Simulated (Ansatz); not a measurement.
`[SiH2]C#C[SiH3]`, charge 0, multiplicity 2.

**Question.** Give a relaxed structure at PBE0-D4/def2-TZVP (Ansatz 0.2.0). (Estimate.)

**Answer.** Ansatz gave: 
Cartesian coordinates in Å:
```
Si -1.247 2.093 -1.220
C -0.423 0.708 -0.414
C 0.164 -0.157 0.213
Si 1.036 -1.470 1.132
H -0.629 2.408 -2.531
H -2.712 1.879 -1.313
H 0.950 -2.742 0.374
H 2.459 -1.083 1.298
H 0.401 -1.636 2.462
```
Point group Cs.
This is one stationary point; other conformers may exist.
